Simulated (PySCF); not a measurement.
VOCl2, SMILES [O]=[V+]([Cl])[Cl], charge +1, multiplicity 1.

The structure is a stationary point at PBE-D3(BJ)/def2-SVP. The multiplicity is an assumed one; other spin states were not compared. The isomer is the one that the SMILES or the coordinates give; other isomers of the formula were not compared.

Calculation: PBE-D3(BJ)/def2-SVP in PySCF.

Frequencies are harmonic and unscaled.

Question: List the normal modes with their intensities. (Estimate from the structure and the level; the computed values follow.)

Answer: 
```json
[
 {"mode": "1", "ν (cm⁻¹)": "139", "IR (km/mol)": "3.8", "moving atoms (share of kinetic energy)": "Cl 75 %, V 23 %"},
 {"mode": "2", "ν (cm⁻¹)": "229", "IR (km/mol)": "10.3", "moving atoms (share of kinetic energy)": "O 49 %, V 31 %, Cl 20 %"},
 {"mode": "3", "ν (cm⁻¹)": "276", "IR (km/mol)": "0.0", "moving atoms (share of kinetic energy)": "O 69 %, Cl 27 %"},
 {"mode": "4", "ν (cm⁻¹)": "464", "IR (km/mol)": "21.9", "moving atoms (share of kinetic energy)": "Cl 67 %, V 32 %"},
 {"mode": "5", "ν (cm⁻¹)": "532", "IR (km/mol)": "69.9", "moving atoms (share of kinetic energy)": "V 53 %, Cl 45 %"},
 {"mode": "6", "ν (cm⁻¹)": "1139", "IR (km/mol)": "87.4", "moving atoms (share of kinetic energy)": "O 76 %, V 24 %"}
]
```
